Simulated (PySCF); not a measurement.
TaCl4, SMILES [Cl][Ta+]([Cl])([Cl])[Cl], charge +1, multiplicity 1.

The structure is a stationary point at PBE-D3(BJ)/def2-SVP. The spin state was assumed, not searched. The isomer is the one that the SMILES or the coordinates give; other isomers of the formula were not compared. The def2 effective core potentials stand for the cores of Ta; spin–orbit coupling is left out.

Calculation: PySCF with HF/def2-TZVP.

Symmetry labels are those of the subgroup D2 that the program uses (full group Td).

Computed valence orbital energies around the gap with their symmetry:
| orbital | symmetry | energy (eV) |
|---|---|---|
| HOMO−7 | A | -20.08 |
| HOMO−6 | A | -20.08 |
| HOMO−5 | B1 | -19.22 |
| HOMO−4 | B2 | -19.22 |
| HOMO−3 | B3 | -19.22 |
| HOMO−2 | B1 | -18.26 |
| HOMO−1 | B2 | -18.26 |
| HOMO | B3 | -18.26 |
| LUMO | A | -5.34 |
| LUMO+1 | A | -5.34 |
| LUMO+2 | B1 | -4.45 |
| LUMO+3 | B2 | -4.45 |
